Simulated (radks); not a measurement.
Results of a calculation; reference values are marked as such.
Tb+, 64 electrons, occupied as [Xe] 4f9 6s1.

Code: a radial shooting solver on a logarithmic mesh with Libxc functionals. Model: non-relativistic Kohn-Sham, LDA (Slater exchange, Perdew-Wang correlation), spin-polarised, spherical densities, point nucleus; open shells are filled with parallel spins first (spin-orbit coupling, left out, can overturn this in heavy ions); relativity is left out, which matters for an element this heavy.

Energy parts (eV):
part                      energy
total                 -305389.90
kinetic                305262.51
electron-nucleus      -725179.47
Hartree                121032.00
exchange-correlation    -6504.93

Orbitals (lengths in bohr, moments of r in powers of bohr; r(90%) holds 90 % of the orbital's charge):
| orbital | occ. | eigenvalue (eV) | <1/r> | <r^4> | r(90%) | <r^2> |
|---|---|---|---|---|---|---|
| 1s up | 1 | -48587.08 | 64.42 | 1.340e-06 | 0.0415 | 0.0007287 |
| 1s down | 1 | -48587.07 | 64.42 | 1.340e-06 | 0.0415 | 0.0007287 |
| 2s up | 1 | -7764.262 | 14.99 | 0.0002252 | 0.152 | 0.01157 |
| 2s down | 1 | -7764.136 | 14.99 | 0.0002252 | 0.152 | 0.01157 |
| 2p up | 3 | -7396.068 | 15.02 | 0.0001433 | 0.136 | 0.008592 |
| 2p down | 3 | -7395.989 | 15.02 | 0.0001432 | 0.136 | 0.008592 |
| 3s up | 1 | -1717.041 | 5.660 | 0.008353 | 0.374 | 0.07473 |
| 3s down | 1 | -1714.667 | 5.664 | 0.008332 | 0.374 | 0.07464 |
| 3p up | 3 | -1551.871 | 5.604 | 0.007619 | 0.367 | 0.06983 |
| 3p down | 3 | -1549.694 | 5.609 | 0.007596 | 0.366 | 0.06973 |
| 3d up | 5 | -1242.989 | 5.509 | 0.005464 | 0.338 | 0.05560 |
| 3d down | 5 | -1241.379 | 5.513 | 0.005440 | 0.338 | 0.05549 |
| 4s up | 1 | -337.5875 | 2.416 | 0.2062 | 0.829 | 0.3765 |
| 4s down | 1 | -333.3362 | 2.415 | 0.2067 | 0.830 | 0.3768 |
| 4p up | 3 | -272.6850 | 2.323 | 0.2359 | 0.859 | 0.3970 |
| 4p down | 3 | -268.4651 | 2.321 | 0.2369 | 0.860 | 0.3975 |
| 4d up | 5 | -156.5311 | 2.115 | 0.3349 | 0.939 | 0.4531 |
| 4d down | 5 | -152.3828 | 2.112 | 0.3387 | 0.941 | 0.4549 |
| 5s up | 1 | -48.1080 | 0.9250 | 7.695 | 2.05 | 2.266 |
| 5s down | 1 | -46.2844 | 0.9124 | 8.057 | 2.08 | 2.317 |
| 5p up | 3 | -30.8928 | 0.8098 | 13.67 | 2.37 | 2.943 |
| 5p down | 3 | -29.4134 | 0.7964 | 14.40 | 2.40 | 3.022 |
| 4f up | 7 | -14.5655 | 1.577 | 2.625 | 1.44 | 0.9339 |
| 4f down | 2 | -10.9200 | 1.541 | 3.641 | 1.53 | 1.044 |
| 6s up | 1 | -8.7368 | 0.3195 | 432.4 | 5.64 | 17.13 |
| 5d up | 0 | -8.1113 | 0.4883 | 139.3 | 4.26 | 8.543 |
| 6s down | 0 | -7.8361 | 0.3137 | 490.9 | 5.83 | 18.06 |
| 5d down | 0 | -7.2079 | 0.4796 | 153.7 | 4.34 | 8.870 |
| 6p up | 0 | -5.8204 | 0.2621 | 950.8 | 6.87 | 25.32 |
| 6p down | 0 | -5.0693 | 0.2491 | 1208 | 7.31 | 28.25 |

The highest occupied level is 6s up at -8.737 eV. The density falls to 0.001 e/bohr^3 at r = 4.52 bohr. Spin moment in Bohr magnetons: 6. The spin density at the nucleus is 8.129 e/bohr^3 (1s 0.024, 2s -0.398, 3s -3.198, 4s 0.840, 5s 2.614, 6s 8.247). Virial ratio -V/T = 2.00042.
